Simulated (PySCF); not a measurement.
Computed shifts of a molecule C4H4S2, PySCF with B3LYP/pcSseg-1, GIAO, gas phase, equivalent atoms averaged, in ppm (number of nuclei): ¹³C: 163.4 (1), 128.4 (2), 102.6 (1). ¹H: 5.92 (2), 5.56 (2). References: ¹³C against TMS (σ = 181.3 ppm); ³³S against H2S (σ = 695.8 ppm); ¹H against TMS (σ = 31.68 ppm), references at their B3LYP-D3(BJ)/def2-TZVP geometries, non-relativistic. The structure is a stationary point at TPSSh-D3(BJ)/def2-SVP. One conformer was computed; it need not be the lowest.

Task: Identify the compound among the candidates.
(A) C#CC1SCS1
(B) C=C1SC=CS1
(C) C1=CSC=CS1
(D) C=C=C1SCS1

Result: B, C=C1SC=CS1
